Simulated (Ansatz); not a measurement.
# Molecular dynamics of ClGaH3NO

Input:

```yaml
crystal:
  periodic: [false, false, false]
  atoms:
    - { symbol: Ga, position_ang: [0.063782, -0.082287, -0.085214] }
    - { symbol: Cl, position_ang: [-0.107034, 0.492919, 1.989898] }
    - { symbol: "N", position_ang: [1.637968, 0.065628, -0.943152] }
    - { symbol: H, position_ang: [1.780903, -0.285134, -1.883224] }
    - { symbol: H, position_ang: [2.503617, 0.292134, -0.468332] }
    - { symbol: O, position_ang: [-1.378399, -0.65725, -0.958385] }
    - { symbol: H, position_ang: [-2.178637, -0.672709, -0.418091] }
basis:
  gaussian: { orbitals: def2-SVP }
hamiltonian:
  xc: b3lyp
  dispersion: d4
md:
  timestep: 0.5
  n_steps: 293
  ensemble: nve
  temperature: 700.0
  initial_velocities: maxwell_boltzmann
  seed: 337076
```

Command:

```bash
$ ansatz run input.yaml --threads 2 --pin off --max-ram 3072MiB --backend cpu --events-out ev --progress --plain --runs-dir out
```

It starts from a relaxed structure.

Output, in part (step lines, the closing report, with atoms numbered from 0):

```
md step     0: t =     0.00 fs  T =   700.0 K  F+E_penalty+E_count = -68477.97921177 eV  E_kin = 0.452410 eV  conserved = -68477.52680177 eV  (28 SCF iters)
[... lines left out ...]
Total energy: -68477.63836066 eV, -2516.5067939440 hartree
Atom 0 at    -0.005957    -0.056523    -0.062593 Å, force     0.928011     0.237158     0.350009 eV/Å
Atom 1 at    -0.019658     0.513021     2.074862 Å, force    -0.294854    -0.209937    -0.796953 eV/Å
Atom 2 at     1.604867    -0.037961    -0.941083 Å, force    -0.430693     0.156153     0.370806 eV/Å
Atom 3 at     1.478683    -0.572539    -1.811230 Å, force     0.792405     0.743614     0.176885 eV/Å
Atom 4 at     2.402621     0.615772    -0.807086 Å, force    -0.864586    -0.958992    -0.464247 eV/Å
Atom 5 at    -1.223713    -0.694411    -1.199194 Å, force    -0.388293    -0.238045     0.261344 eV/Å
Atom 6 at    -2.019740    -1.168691    -0.910686 Å, force     0.258008     0.270049     0.102155 eV/Å
Dipole moment:    -0.052112    -0.105927    -0.222525 e Å
```

The steps, from the saved trajectory:

```tsv
time (fs)	T (K)	potential energy less start (eV)	conserved less start (meV/atom)
0.0	700	0.000	0.00
4.5	520	0.117	0.08
9.0	525	0.113	0.03
13.5	393	0.199	0.07
18.0	347	0.229	0.08
22.5	411	0.187	0.03
27.0	222	0.309	0.10
31.5	302	0.257	0.03
36.0	164	0.347	0.11
40.5	222	0.309	0.08
45.0	292	0.264	0.09
49.5	207	0.320	0.15
54.0	326	0.243	0.11
58.5	228	0.306	0.17
63.0	281	0.272	0.14
67.5	345	0.231	0.12
72.0	276	0.275	0.16
76.5	425	0.179	0.09
81.0	287	0.268	0.15
85.5	377	0.209	0.11
90.0	378	0.209	0.11
94.5	382	0.206	0.13
99.0	532	0.109	0.07
103.5	436	0.171	0.10
108.0	525	0.113	0.06
112.5	544	0.101	0.04
117.0	480	0.143	0.06
121.5	507	0.125	0.01
126.0	289	0.266	0.08
130.5	307	0.254	0.04
135.0	196	0.326	0.07
139.5	157	0.352	0.07
144.0	256	0.287	0.04
```

The run went to its last step. The conserved energy stayed within 0.17 meV per atom of its start (net change 0.14 meV per atom), so the integration is sound. The temperature averaged 0.53 of the 700 K drawn at the start: a run that starts near a minimum puts about half its kinetic energy into the potential. A run of 0.15 ps of so small a system gives no equilibrium averages.

The same pairs are bonded in the first frame and the last. Pairs count as bonded within 1.25 times the sum of covalent radii (0.12 Å more for H–H).

Last frame:

```xyz
7
Properties=species:S:1:pos:R:3
Ga -0.006 -0.057 -0.063
Cl -0.020 0.513 2.075
N 1.605 -0.038 -0.941
H 1.479 -0.573 -1.811
H 2.403 0.616 -0.807
O -1.224 -0.694 -1.199
H -2.020 -1.169 -0.911
```

Run time: 24 min on 2 threads of AMD EPYC (Zen 3), on a shared host, peak memory 0.21 GiB.
